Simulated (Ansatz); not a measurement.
Molecule: C2H9OSi2, net charge 0, doublet state. It need not be the lowest isomer of its formula. 
Structure (B3LYP-D3(BJ)/def2-TZVP (Ansatz, a first-principles code) minimum search):
SMILES: [Si](C)(O[SiH3])C
```xyz
14

Si    -0.8791    -0.0399    -0.4962
C     -1.6612     1.6453    -0.7662
C     -1.6974    -0.9460     0.9358
O      0.7127     0.2178    -0.1289
Si     2.1467    -0.4351     0.3113
H     -2.7221     1.5477    -1.0039
H     -1.1749     2.1815    -1.5819
H     -1.5648     2.2468     0.1437
H     -1.2345    -1.9178     1.1137
H     -1.6068    -0.3524     1.8517
H     -2.7584    -1.1073     0.7356
H      2.6902    -1.2736    -0.7829
H      1.9835    -1.2771     1.5214
H      3.0918     0.6639     0.6053
```
Charge 0, spin multiplicity 2.

Atomisation energy built up term by term with Ansatz (kcal/mol; UHF references for open shells; valence terms freeze the core; atomic spin-orbit terms are left out). CBS(X,Y): correlation extrapolated as X^-3; Hartree-Fock from the larger set.

```json
[
 {"term": "Hartree-Fock", "basis": "cc-pV(Q+d)Z", "kcal/mol": "925.28"},
 {"term": "CCSD correlation", "basis": "CBS(cc-pV(T+d)Z,cc-pV(Q+d)Z)", "kcal/mol": "273.01"},
 {"term": "(T)", "basis": "CBS(cc-pV(T+d)Z,cc-pV(Q+d)Z)", "kcal/mol": "14.36"},
 {"term": "core correlation", "basis": "cc-pwCVTZ", "kcal/mol": "2.41"},
 {"term": "scalar relativity (X2C)", "basis": "cc-pVTZ-DK against cc-pVTZ", "kcal/mol": "-2.07"},
 {"term": "sum: De", "basis": "", "kcal/mol": "1213.0"}
]
```

(T) makes 1.2 % of the CCSD(T) atomisation energy; under 5 % is typical of single-reference molecules.
